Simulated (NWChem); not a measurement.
# CH$_{6}$O$_{2}$Si; SMILES O[SiH](C)O

```xyz
10

Si    -0.1024    -0.0169     0.2562
C     -0.1089    -1.7994    -0.2416
O     -1.5110     0.6517    -0.3287
O      1.2610     0.6652    -0.4141
H     -0.0579     0.1945     1.7401
H     -0.1426    -1.8794    -1.3392
H      0.7988    -2.3105     0.1121
H     -0.9884    -2.3189     0.1671
H     -1.7702     1.5120     0.0107
H      1.5305     1.5293    -0.0929
```
Atoms are numbered in this order, from 1.

All runs: NWChem. Geometry optimised at PBE0/def2-SVP; all other runs use it. Pople sets run with spherical d functions. Vzz has the sign of the potential's second derivative.

```json
[
 {"quantity": "charge (e), Mulliken Si1", "level": "Hartree-Fock/6-31G*", "value": "___"},
 {"quantity": "solvation free energy (kcal/mol) in dimethyl sulfoxide", "level": "PBE0/6-31G*, SMD", "value": "-6.1"},
 {"quantity": "Vzz O4 (a.u.)", "level": "Hartree-Fock/def2-SVP", "value": "1.535"},
 {"quantity": "vertical, lowest excitation, singlet (eV)", "level": "PBE/6-31G*, TDA", "value": "___"},
 {"quantity": "dipole (D)", "level": "PBE0/def2-SVP", "value": "___"},
 {"quantity": "highest harmonic frequency (cm⁻¹)", "level": "PBE0/def2-SVP", "value": "3949"}
]
```

Q: Some entries are withheld; supply them.

A: 
- charge (e), Mulliken Si1, value: 1.29
- vertical, lowest excitation, singlet (eV), value: 7.38
- dipole (D), value: 2.03
